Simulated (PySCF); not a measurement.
CH2NS, SMILES N[C]=S, multiplicity 2. Atoms are numbered in the order given.

```xyz
5

N     -0.1209    -1.5962     0.0000
C      0.4289    -0.4037     0.0000
S     -0.0657     1.1094     0.0000
H     -1.1287    -1.7294     0.0000
H      0.4526    -2.4246     0.0000
```
Charge 0, spin multiplicity 2.

Coordinates come from a r2SCAN-D4/def2-TZVP optimisation. The isomer is the one that the SMILES or the coordinates give; other isomers of the formula were not compared. The values are those of a single conformer.

Level of theory: B3LYP/pcH-1 (PySCF).

Unrestricted Kohn–Sham, ⟨S²⟩ = 0.754. Hyperfine tensors hold the contact and dipolar terms, without spin-orbit corrections.

Computed hyperfine couplings:
```csv
nucleus,A(iso) (MHz),A(iso) (G),dipolar principal values (MHz)
14N no. 1,36.3,12.9,"-2.9, -0.9, 3.8"
13C no. 2,311.8,111.3,"-53.5, -48.0, 101.6"
33S no. 3,16.1,5.8,"-40.2, -39.1, 79.3"
1H no. 4,101.8,36.3,"-4.3, -2.1, 6.4"
1H no. 5,24.6,8.8,"-6.8, -5.0, 11.9"
```

### Question
And the g tensor (effective nuclear charges for spin-orbit coupling, GIAO)? (Estimate from the structure and the level; the computed values follow.)

### Answer
principal values 1.9925, 2.0023, 2.0078; isotropic 2.0009.
